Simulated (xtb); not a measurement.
xtb input (GFN2-xTB):

```bash
xtb mol.xyz --gfn 2 --ohess tight --chrg 1 --uhf 0
```
mol.xyz:
```
4

H      0.13062287    -0.11567081    -1.64232351
B      0.15866574    -0.09544920    -0.48102574
O      0.14374027    -0.06181973     0.75262082
H     -0.48309721     0.30505190     1.40540028
```

End of the output:

```
         :::::::::::::::::::::::::::::::::::::::::::::::::::::
         ::                  THERMODYNAMIC                  ::
         :::::::::::::::::::::::::::::::::::::::::::::::::::::
         :: total free energy          -5.870396636774 Eh   ::
         ::.................................................::
         :: total energy               -5.874486578874 Eh   ::
         :: zero point energy           0.023393872212 Eh   ::
         :: G(RRHO) w/o ZPVE           -0.019303930113 Eh   ::
         :: G(RRHO) contrib.            0.004089942100 Eh   ::
         :::::::::::::::::::::::::::::::::::::::::::::::::::::

optimized geometry written to: xtbopt.xyz

           -------------------------------------------------
          | TOTAL ENERGY               -5.874486578874 Eh   |
          | TOTAL ENTHALPY             -5.846997315527 Eh   |
          | TOTAL FREE ENERGY          -5.870396636774 Eh   |
          | GRADIENT NORM               0.007265637697 Eh/α |
          | HOMO-LUMO GAP               7.379357675801 eV   |
           -------------------------------------------------
########################################################################
[WARNING] Runtime exception occurred
-1- hessian_numhess: Hessian on incompletely optimized geometry!
########################################################################

------------------------------------------------------------------------
------------------------------------------------------------------------
 total:
 SCF:
 ANC optimizer:
 analytical hessian:
```

It need not be the lowest isomer of its formula.
